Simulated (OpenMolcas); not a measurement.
Ti²⁺.

```json
{"Program": "OpenMolcas", "Basis": "ANO-RCC-VTZP [6s5p3d2f1g]", "Scalar Hamiltonian": "DKH2, point nucleus", "Active space": "2 electrons in 9 orbitals (RAS2 3d 4s; RAS3 4p, at most 2 electrons)", "State averaging": "2S+1 = 3 even, 15 roots; 2S+1 = 1 even, 20 roots kept (CI in the orbitals of an earlier block); 2S+1 = 3 odd, 15 roots; 2S+1 = 1 odd, 15 roots kept (CI in the orbitals of an earlier block)", "Spin-orbit coupling": "state interaction with AMFI integrals over the reference wave functions, term energies averaged over their components"}
```

Two sets of levels on these reference wave functions, in cm⁻¹ above 3d² ³F₂: one from RASSCF and one from MS-RASPT2, IPEA 0.25 Eh, imaginary shift 0.1 Eh (closed shells correlated: 3s 3p).

```
     Level  Set 1  Set 2
   3d² ³F₂    0.0    0.0
   3d² ³F₃    198    197
   3d² ³F₄    455    454
   3d² ¹D₂   8230  11230
   3d² ³P₀  11140  13640
   3d² ³P₁  11210  13710
   3d² ³P₂  11350  13850
   3d² ¹G₄  14900  17920
 3d 4s ³D₁  37720  39020
 3d 4s ³D₂  37850  39140
 3d 4s ³D₃  38050  39340
   3d² ¹S₀  32380  42500
 3d 4s ¹D₂  41200  44230
3d 4p ¹D°₂  75000  71860
3d 4p ³D°₁  76840  73410
3d 4p ³D°₂  77000  73590
```

Question: Which set is which?

Answer: Set 1 is MS-RASPT2. Its levels of the other terms of 3d² lie at 0.73 to 0.83 of the other set's values, as expected, since terms of lower spin or lower L gain more correlation energy than the Hund ground term. Against 14 measured levels (Corliss and Sugar, J. Phys. Chem. Ref. Data 8, 1 (1979)) the mean absolute deviation is 320 cm-1 with it and 2900 cm-1 without; single levels miss by up to 630 cm-1 with it.

CASPT2 does not keep the components of a term degenerate, so their means are used; among the terms shown or strongly mixed into the levels shown the widest spread is 910 cm-1 (3d² ¹G, MS-RASPT2). Terms from blocks run as CI alone lack orbitals of their own. A single d shell beside an s shell can misplace configurations of different d count against each other. Without dynamic correlation excited terms often stand tens of per cent too high (terms of higher spin than the ground term too low), and those without a measured partner can miss by more than the paired ones (holds for RASSCF). Measured partners are found by configuration, term and J. A level has none where our copy of the source lacks it or the pairing is in doubt (some pairs that miss far off the trend of their configuration count as doubtful), and it then counts in no deviation. Levels of configurations outside the active space are missing. Levels that lie high or do not pair safely by name in every column are left out.

° marks odd parity.
